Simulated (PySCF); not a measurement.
**Which orbitals make which state**

C7H6N2O.
SMILES: `N#Cc1nocc1C1CC1`

Theory: TDDFT PBE0/def2-SVPD, vertical, gas phase, core orbitals frozen in the response (PySCF 2.14.0, density-fitted response routines). Geometry: GFN2-xTB, one conformer, isolated molecule. Torsions of this conformer, `[N:1]#[C:2][c:3]1[n:4][o:5][cH:6][c:7]1[CH:8]1[CH2:9][CH2:10]1`: C6–C7–C8–C9 -36°.

Orbital energies (eV): HOMO-3 -9.72, HOMO-2 -9.16, HOMO-1 -8.81, HOMO -7.76, LUMO -1.73, LUMO+1 -0.32, LUMO+2 0.19.

Computed singlets:

| state | E (eV) | f |
| --- | --- | --- |
| S1 | 5.20 | 0.070 |
| S2 | 5.77 | 0.0047 |
| S3 | 6.41 | 0.033 |
| S4 | 6.78 | 0.0011 |
| S5 | 6.83 | 0.0004 |
| S6 | 6.83 | 0.330 |

Q: Which orbital pair leads each of S1, S2 and S4, and how does its energy difference Δε compare with the excitation energy?

A: 

| state | leading configuration | weight | Δε (eV) | E (eV) | E − Δε (eV) | f | other configurations |
| --- | --- | --- | --- | --- | --- | --- | --- |
| S1 | HOMO→LUMO | 0.96 | 6.03 | 5.20 | -0.83 | 0.070 | – |
| S2 | HOMO-2→LUMO | 0.78 | 7.42 | 5.77 | -1.65 | 0.0047 | H-3→L (21%) |
| S4 | HOMO→LUMO+2 | 0.75 | 7.95 | 6.78 | -1.18 | 0.0011 | – |

E − Δε runs from -1.65 to -0.83 eV. Among themselves, these states come in the order of their orbital differences.

H and L stand for HOMO and LUMO. The other states: S3 6.41 eV, f 0.033, H-1→L (56%), H→L+1 (36%); S5 6.83 eV, f 0.0004, H-5→L (37%), H-3→L (27%), H→L+2 (22%); S6 6.83 eV, f 0.330, H→L+1 (59%), H-1→L (32%).

Triplets, Tamm–Dancoff:

```
state  E (eV)  λ (nm)  main configurations (H = HOMO, L = LUMO)
   T1    3.75   330.2        H→L (66%), H-1→L (22%), H→L+1 (8%)
   T2    4.48   276.7                    H-1→L (72%), H→L (20%)
```

Summed over the main configurations (up to three a state, each over 8%) of all 6 singlets, the electron leaves HOMO with weight 2.87, HOMO-1 with weight 0.89, HOMO-2 with weight 0.78 and HOMO-3 with weight 0.49.
